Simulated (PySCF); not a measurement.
A run for PySCF: D3(BJ) and D4 dispersion corrections on CH10Si2 (a complex), monomers drawn apart or pushed together.

```python
from pyscf import gto
from pyscf.dispersion import dftd3, dftd4

mol = gto.M(
    atom='''
    C     0.05535167   -0.12600641    0.04638941
    H    -0.37250102   -1.04826816    0.43674512
    H    -0.53475486    0.72179821    0.39153250
    H     1.07997198   -0.02251147    0.39980190
    H     0.04670512   -0.15459481   -1.04226216
    Si    1.06775343    0.43311136    3.77429860
    Si   -1.11773222   -0.31656126    3.37794059
    H     1.79606144   -0.54517286    4.61881622
    H     1.03832261    1.73685904    4.48145902
    H     1.80744756    0.60230303    2.50128573
    H    -1.10087867   -1.62802231    2.68683512
    H    -1.85807234    0.65547961    2.53851938
    H    -1.83646711   -0.47160498    4.66666170
    ''',
    basis='def2-svp',
    charge=0, spin=0, verbose=0, max_memory=1800)
d3, d4 = {}, {}
for xc in ['hf', 'pbe', 'blyp', 'revpbe', 'tpss', 'r2scan', 'b3lyp', 'pbe0', 'bhlyp', 'camb3lyp', 'b2plyp']:
    d3[xc] = float(dftd3.DFTD3Dispersion(mol, xc=xc, version='d3bj', atm=False).get_dispersion()['energy'])
    print(f'D3(BJ) {xc:10s} {d3[xc]:14.8f} Eh')
for xc in ['hf', 'pbe', 'blyp', 'revpbe', 'tpss', 'r2scan', 'b3lyp', 'pbe0', 'bhlyp', 'camb3lyp', 'b2plyp']:
    d4[xc] = float(dftd4.DFTD4Dispersion(mol, xc={'camb3lyp': 'cam-b3lyp'}.get(xc, xc), atm=True).get_dispersion()['energy'])
    print(f'D4     {xc:10s} {d4[xc]:14.8f} Eh')
```

Program output:

```
D3(BJ) hf            -0.06245514 Eh
D3(BJ) pbe           -0.00886685 Eh
D3(BJ) blyp          -0.01887852 Eh
D3(BJ) revpbe        -0.02125629 Eh
D3(BJ) tpss          -0.01140190 Eh
D3(BJ) r2scan        -0.00269739 Eh
D3(BJ) b3lyp         -0.01556739 Eh
D3(BJ) pbe0          -0.00797294 Eh
D3(BJ) bhlyp         -0.01254034 Eh
D3(BJ) camb3lyp      -0.00760344 Eh
D3(BJ) b2plyp        -0.00756512 Eh
D4     hf            -0.02623855 Eh
D4     pbe           -0.00816880 Eh
D4     blyp          -0.01737387 Eh
D4     revpbe        -0.02323462 Eh
D4     tpss          -0.01097529 Eh
D4     r2scan        -0.00217134 Eh
D4     b3lyp         -0.01300689 Eh
D4     pbe0          -0.00703726 Eh
D4     bhlyp         -0.01018711 Eh
D4     camb3lyp      -0.00720678 Eh
D4     b2plyp        -0.00577529 Eh
```

The run finished.

Cost: roughly 0.05 core-seconds.
